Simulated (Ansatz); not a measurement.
The cluster Nb3Te4⁺, relaxed as a singlet with RKS PBE-D4/def2-SVP in Ansatz, starting from the GFN2-xTB geometry. Force threshold 0.03 eV/Å.

In the def2 sets Nb, Te take a core potential; there is no spin–orbit coupling. The restricted singlet is unstable towards broken spin symmetry in Hartree–Fock (as tested in another run); at PBE-D4/def2-SVP this wasn't settled. The structure comes from a short search, and lower isomers may exist.

Start:

```xyz
7

Nb   -2.139   -0.519    0.744
Nb    0.813   -0.866   -1.484
Nb    1.173    0.674    0.982
Te   -1.361    1.501    2.307
Te   -1.583   -0.075   -2.180
Te    2.428    1.397   -1.336
Te    0.667   -2.112    0.967
```

```
step  energy (eV)  largest force component (eV/Å)  SCF passes
   1  -33824.0746                           4.083          71
   2  -33825.5971                           4.232          58
   3  -33826.7154                           3.511          42
   4  -33827.5015                           1.918          35
   5  -33828.0479                           0.918          34
   6  -33828.2889                           0.315          34
   7  -33828.3416                           0.126          32
   8  -33828.3445                           0.014          27
```

Force components are those of the run's own axes.

End:

```xyz
7

Nb   -1.383   -0.584    0.505
Nb    0.624   -0.755   -1.246
Nb    1.032    0.357    1.147
Te   -1.155    1.792    1.719
Te   -1.796    0.049   -2.065
Te    2.012    1.527   -1.054
Te    0.665   -2.387    0.995
```

By distances, no bond broke or formed. The bond that changes most is Nb1–Te7, from 3.23 to 2.77 Å (atoms count from 1).

No frequencies were taken in this run, so the end may be a saddle point.

Run time 85 s (6 threads of Intel Xeon on a shared host).
